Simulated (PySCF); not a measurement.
Compound: C₆H₇NO₂S.
Cartesian coordinates in Å at the PBE0-D3(BJ)/def2-SVP level; atoms count from 1:
```
atom  x, y, z in Å
C1    -2.3300   -0.8329   -0.4032
S2    -1.5276    0.2550    0.7537
O3    -1.9610    1.6292    0.5042
O4    -1.6495   -0.3323    2.0835
C5     0.2063    0.1616    0.2646
C6     0.9483    1.3382    0.2444
C7     2.3053    1.2199   -0.0465
C8     2.8290   -0.0436   -0.3111
C9     1.9743   -1.1468   -0.2765
N10    0.6804   -1.0466    0.0144
H11   -2.2607   -0.4029   -1.4097
H12   -1.8416   -1.8126   -0.3405
H13   -3.3742   -0.8870   -0.0675
H14    0.4597    2.2935    0.4431
H15    2.9449    2.1054   -0.0719
H16    3.8865   -0.1775   -0.5471
H17    2.3522   -2.1521   -0.4907
```

Computed at PBE0/pcSseg-1 (PySCF, non-relativistic), with Q(33S) = −0.0678 b, Q(17O) = −0.0256 b, Q(14N) = 0.02044 b: S2, 33S (I = 3/2): χzz = -2.238 MHz, η = 0.411; O3, 17O (I = 5/2): χzz = -8.848 MHz, η = 0.047; O4, 17O (I = 5/2): χzz = -8.796 MHz, η = 0.136; N10, 14N (I = 1): χzz = -5.327 MHz, η = 0.320.

Q: Find the zero-field quadrupole resonance frequencies of 33S at S2.

A: From ν = (|χ|/2)√(1 + η²/3): ν = 1.150 MHz (sulfonyl sulfur).

Q: Where would the pure quadrupole (NQR) lines of 17O at O3 fall for the rigid, isolated species?

A: From the eigenvalues of H = χ/[4I(2I − 1)] × [3Iz² − I(I + 1) + η(Ix² − Iy²)], steps between neighbouring levels, labelled as for η = 0: ±1/2↔±3/2 1.330 MHz, ±3/2↔±5/2 2.653 MHz (sulfonyl oxygen).

Q: Where would the pure quadrupole (NQR) lines of 17O at O4 fall for the rigid, isolated species?

A: From the eigenvalues of H = χ/[4I(2I − 1)] × [3Iz² − I(I + 1) + η(Ix² − Iy²)], steps between neighbouring levels, labelled as for η = 0: ±1/2↔±3/2 1.346 MHz, ±3/2↔±5/2 2.629 MHz (sulfonyl oxygen).

Q: Find the zero-field quadrupole resonance frequencies of 14N at N10.

A: From ν± = (3/4)|χ|(1 ± η/3) and ν0 = |χ|η/2: ν+ 4.422 MHz, ν− 3.569 MHz, ν0 0.853 MHz (pyridine-type nitrogen).

In a crystal, neighbours and librations shift these lines. The basis is small and wasn't made for field gradients, so the couplings can be 20 % off.

One conformer stands for the species.
